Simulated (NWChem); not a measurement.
Species: SiP2H6; SMILES P[SiH2]P

```xyz
9

Si     0.0000     0.0000    -0.8195
P     -1.9727     0.0000     0.3323
P      1.9727     0.0000     0.3323
H      0.0000     1.2186    -1.7043
H      0.0000    -1.2186    -1.7043
H     -1.5403    -1.0441     1.2280
H     -1.5403     1.0441     1.2280
H      1.5403     1.0441     1.2280
H      1.5403    -1.0441     1.2280
```
Atoms are numbered in this order, from 1.

Program: NWChem. Pople sets run with spherical d functions. Structure relaxed at the PBE-D3(BJ)/def2-SVP level. Ions are spin-unrestricted doublets at the neutral geometry; other ion states weren't tried. Functional: LC-ωPBE (HJS hole) with 6-31G*; the question gives the range parameter ω in 1/bohr.

### Question
Estimate the computed values for range parameter (1/bohr) 0.60. Quantities: vertical ionisation energy, ΔSCF (eV); −ε(HOMO) (eV).

### Answer
```json
{
 "vertical ionisation energy, ΔSCF (eV)": "9.55",
 "−ε(HOMO) (eV)": "10.15"
}
```
